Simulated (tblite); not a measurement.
Start geometry of `C=C([SH]=O)C(=O)[CH]C=O` [radical] from a force field or distance geometry (Å):
```
atom  x, y, z in Å
C1    -1.188    1.181    0.979
C2    -0.979   -0.043    0.486
S3    -2.327   -1.219    0.534
O4    -3.480   -0.519   -0.165
C5     0.322   -0.558   -0.029
O6     0.509   -1.760   -0.197
C7     1.372    0.411   -0.395
C8     2.703   -0.014   -0.845
O9     3.559    0.804   -1.137
H10   -0.443    1.954    1.042
H11   -2.184    1.465    1.346
H12   -1.933   -2.070   -0.441
H13    1.192    1.473   -0.365
H14    2.876   -1.106   -0.914
```

Task: What comes out of this run: tblite 0.8.0, GFN2-xTB geometry optimisation, gas phase?

Result: 
```
atom  x, y, z in Å
C1    -1.3279    1.2707    0.8264
C2    -0.9091    0.0998    0.3908
S3    -1.9593   -1.4095    0.3680
O4    -3.3095   -0.9913    0.7387
C5     0.4078   -0.4548   -0.0137
O6     0.4233   -1.6880   -0.1466
C7     1.4526    0.4265   -0.2877
C8     2.6442   -0.1169   -0.8307
O9     3.6417    0.4983   -1.1384
H10   -0.7151    2.1547    0.8704
H11   -2.3500    1.3654    1.1622
H12   -1.9767   -1.4137   -1.0429
H13    1.3834    1.4838   -0.1032
H14    2.5938   -1.2255   -0.8951
```

The energy falls by 0.461 eV over 98 L-BFGS steps, the largest force on an atom goes from 2.70 to 0.007 eV/Å, and the atoms move by 0.441 Å rms after alignment. The bond that changes most is C5–C7 (ends: carbon bonded to 2 C and O; carbon bonded to 2 C and H), which shortens by 0.080 Å. Bonds longer at the end by more than 0.005 Å: 3 of 13; shorter: 7. Among the angles that change most is S3–C2–C5, from 116.1° to 101.3°. Among the dihedrals that turn most is C5–C2–S3–O4, from -129° to -179°. Rotational constants go from 3833, 629.9, 567.2 to 4193, 675.0, 586.7 MHz. The orientation of the end geometry is arbitrary; only internal coordinates are fixed.

Its GFN2-xTB frequencies are all real (lowest 43 cm⁻¹).

One conformer stands for the species.

These are computed values.
